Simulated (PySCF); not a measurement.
SMILES CC(C)(C)[SiH2][SiH2][Si](Cl)(Cl)Cl (GFN2-xTB optimised geometry):

```
23

C      2.771    -2.334     0.203
C      2.199    -0.922     0.066
C      2.632    -0.341    -1.280
C      2.763    -0.049     1.187
Si     0.277    -0.972     0.176
Si    -0.627     1.169     0.000
Si    -2.950     1.169     0.000
Cl    -3.673     0.166    -1.621
Cl    -3.660     0.173     1.633
Cl    -3.858     2.980     0.000
H      2.399    -2.980    -0.589
H      3.858    -2.314     0.141
H      2.494    -2.773     1.158
H      2.251    -0.942    -2.102
H      2.267     0.677    -1.399
H      3.720    -0.322    -1.353
H      2.474    -0.435     2.163
H      3.852    -0.028     1.143
H      2.401     0.974     1.102
H     -0.203    -1.869    -0.887
H     -0.072    -1.616     1.453
H     -0.204     2.068     1.087
H     -0.206     1.886    -1.216
```

Method: CAM-B3LYP/def2-SVP in PySCF.

**Question.** What are the frontier orbital energies and the dipole moment?

**Answer.** HOMO-2 -10.19 eV, HOMO-1 -9.84 eV, HOMO -9.17 eV, LUMO 0.46 eV, LUMO+1 0.84 eV; dipole moment 2.86 D.

Meta-Löwdin charges at CAM-B3LYP/def2-SVP: C1 -0.29, C2 -0.12, C3 -0.29, C4 -0.29, Si5 0.40, Si6 0.12, Si7 0.73, Cl8 -0.27, Cl9 -0.27, Cl10 -0.25, H11 0.09, H12 0.09, H13 0.09, H14 0.09, H15 0.09, H16 0.09, H17 0.09, H18 0.09, H19 0.09, H20 -0.09, H21 -0.09, H22 -0.07, H23 -0.07.
